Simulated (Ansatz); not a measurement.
Consider the formal exchange of groups at a B–C bond: `NB(O)CF` + `IC1C=C1` → `NB(O)C1C=C1` + `FCI`.

Gas-phase electronic energies from Ansatz, PBE0-D4/def2-TZVP geometries. CCSD(T)/CBS is the MP2 limit (def2-TZVPP, def2-QZVPP) plus CCSD(T) − MP2 in def2-TZVPP, frozen cores. Functionals use def2-TZVPP. B3LYP here is the variant with VWN-RPA as its local correlation; programs differ in this. def2 core potentials past Kr. For I outer-core shells are correlated without core-valence functions, which leaves a few kJ/mol of doubt a bond. One conformer a species, not always the lowest.

Is it downhill or uphill in electronic energy at CCSD(T)/CBS, and by how much? (An estimate is asked.)

Ansatz gave: Uphill: ΔE = +22.3 kJ/mol.

What do these levels give: r2SCAN-D4, PBE0-D4, ωB97X-V, PBE, r2SCAN, B3LYP, SCS-MP2/def2-TZVPP, CCSD/def2-TZVPP, HF/def2-QZVPP, MP2/def2-QZVPP, HF/CBS(def2), MP2/CBS(def2)? (Best estimate.)

Computed: r2SCAN-D4 26.2, PBE0-D4 25.6, ωB97X-V 24.1, PBE 23.9, r2SCAN 26.6, B3LYP 26.8, SCS-MP2/def2-TZVPP 23.1, CCSD/def2-TZVPP 22.2, HF/def2-QZVPP 30.0, MP2/def2-QZVPP 24.3, HF/CBS(def2) 30.0, MP2/CBS(def2) 24.9 kJ/mol.

Largest T1 diagnostic among the species: 0.011.

In def2-TZVPP, CCSD(T) changes the Hartree–Fock value by −9.2 kJ/mol (the triples alone add −0.7 kJ/mol) and MP2 by −6.6 kJ/mol.
